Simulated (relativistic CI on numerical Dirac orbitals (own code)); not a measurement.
Kr XIII: q coefficients and field-shift factors

Computed by Dirac-Coulomb-Breit CI, KLI orbitals optimised for each configuration, derivatives by finite differences, unscaled Slater integrals, QED left out (own radial code, finite nucleus).

Configuration list (outside the closed core [Ne]): 3s²3p⁶3d⁶, 3s²3p⁵3d⁷, 3s²3p⁴3d⁸, 3s3p⁶3d⁷, 3s²3p⁶3d⁵4s, 3p⁶3d⁸, 3s²3p⁶3d⁵4p, 3s3p⁵3d⁸. Levels of other configurations are missing.

With x = (α/α₀)² − 1 an excitation energy changes as ω = ω₀ + qx; K = 2q/ω₀ is the relative enhancement. Terms are leading LS components, so labels can repeat. The field-shift factor is F = δν/δ⟨r²⟩ for the transition from the lowest level.

Lowest level 3s²3p⁶3d⁶ ⁵D4.

| Level | ω₀ (cm⁻¹) | q (cm⁻¹) | F (GHz/fm²) |
| --- | --- | --- | --- |
| 3s²3p⁶3d⁶ ⁵D3 | 5744.5 | 6379 | 0.0319 |
| 3s²3p⁶3d⁶ ⁵D2 | 8614.6 | 7903 | 0.04 |
| 3s²3p⁶3d⁶ ⁵D1 | 10704.3 | 10090 | 0.0511 |
| 3s²3p⁶3d⁶ ⁵D0 | 11647.3 | 10830 | 0.0551 |
| 3s²3p⁶3d⁶ ³P2 | 48853.8 | 1474 | 0.0167 |
| 3s²3p⁶3d⁶ ³F4 | 53661.0 | -3859 | 0.0379 |
| 3s²3p⁶3d⁶ ³H6 | 56560.7 | 2421 | 0.081 |
| 3s²3p⁶3d⁶ ³H5 | 57805.5 | 2135 | 0.0787 |
| 3s²3p⁶3d⁶ ³F3 | 60741.5 | 5276 | 0.0718 |
| 3s²3p⁶3d⁶ ³F2 | 62543.9 | 6522 | 0.0733 |
| 3s²3p⁶3d⁶ ³H4 | 62872.9 | 9560 | 0.106 |
| 3s²3p⁶3d⁶ ³P1 | 64576.4 | 17370 | 0.0963 |
| 3s²3p⁶3d⁶ ³P0 | 65924.7 | 12390 | 0.0876 |
| 3s²3p⁶3d⁶ ³G5 | 71489.1 | 9935 | 0.121 |
| 3s²3p⁶3d⁶ ³G4 | 75168.0 | 11070 | 0.127 |
| 3s²3p⁶3d⁶ ³G3 | 76804.0 | 13440 | 0.135 |
| 3s²3p⁶3d⁶ ³D2 | 84358.4 | 4400 | 0.0949 |
| 3s²3p⁶3d⁶ ³D1 | 86369.0 | 7985 | 0.116 |
| 3s²3p⁶3d⁶ ³D3 | 86992.4 | 7570 | 0.116 |
| 3s²3p⁶3d⁶ ¹I6 | 88736.9 | 8766 | 0.151 |
| 3s²3p⁶3d⁶ ¹G4 | 90436.5 | 16220 | 0.167 |
| 3s²3p⁶3d⁶ ¹S0 | 99083.8 | 18520 | 0.171 |
| 3s²3p⁶3d⁶ ¹D2 | 102025.4 | 13270 | 0.106 |

At this charge energies of transitions that change n are usually good to better than 1 %, and those within a shell (Δn = 0) to a few per cent. Terms inside the open d or f shell come out 10 to 20 % too wide with unscaled integrals.

Q: Which transition from the lowest level has the largest |K|?

A: 3s²3p⁶3d⁶ ⁵D3 at 5744.5 cm⁻¹, K = 2.22.
